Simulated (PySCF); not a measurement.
# Correlation energy of Nb (niobium, neutral)

[Kr] 4d4 5s1, high-spin 6D determinant. Computed with PySCF 2.14 in x2c-TZVPPall (8s6p6d2f1g, 79 functions), with the spin-free X2C one-electron Hamiltonian (Gaussian nucleus). Frozen: [Ar] 3d10; 13 electrons correlated.

```tsv
level	correlation energy (mhartree)
CCSD	-319.22
(T)	-9.38
CCSD(T)	-328.60
```

Diagnostics: T1 = 0.011, D1 = 0.0511, largest double amplitude 0.023.

Question: Is a single reference adequate?

Answer: Yes, within this model without spin-orbit coupling: T1 lies below 0.03 and no double amplitude reaches 0.07.

This basis was not built for core-valence correlation, so the inner-shell part is incomplete.
